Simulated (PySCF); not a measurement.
SMILES C[Si](C)(C)[SiH2][SiH2][SiH3] (GFN2-xTB optimised geometry):

```
23

C      1.581    -0.675     0.000
Si    -0.331    -0.675     0.000
C     -0.904     1.150     0.000
C     -0.916    -1.466    -1.639
Si    -1.190    -1.745     1.888
Si    -1.537    -0.345     3.713
Si    -3.142     1.294     3.413
H      1.970    -0.206     0.900
H      1.976    -1.686    -0.037
H      1.988    -0.134    -0.850
H     -0.533     1.679     0.874
H     -1.988     1.223     0.014
H     -0.553     1.686    -0.878
H     -1.999    -1.450    -1.711
H     -0.600    -2.503    -1.710
H     -0.523    -0.944    -2.508
H     -0.348    -2.895     2.259
H     -2.477    -2.386     1.558
H     -1.847    -1.111     4.932
H     -0.255     0.300     4.058
H     -2.564     2.577     3.006
H     -3.956     1.579     4.597
H     -4.084     0.917     2.353
```

Calculation: PBE0/def2-SVP run with PySCF.

### Question
What are the frontier orbital energies and the dipole moment?

### Answer
HOMO-2 -8.52 eV, HOMO-1 -8.21 eV, HOMO -7.69 eV, LUMO -0.23 eV, LUMO+1 -0.20 eV; dipole moment 1.17 D.

Meta-Löwdin charges at PBE0/def2-SVP: C1 -0.54, Si2 0.67, C3 -0.54, C4 -0.54, Si5 0.08, Si6 0.11, Si7 0.22, H8 0.11, H9 0.11, H10 0.11, H11 0.11, H12 0.11, H13 0.11, H14 0.11, H15 0.11, H16 0.11, H17 -0.06, H18 -0.07, H19 -0.06, H20 -0.07, H21 -0.07, H22 -0.07, H23 -0.08.
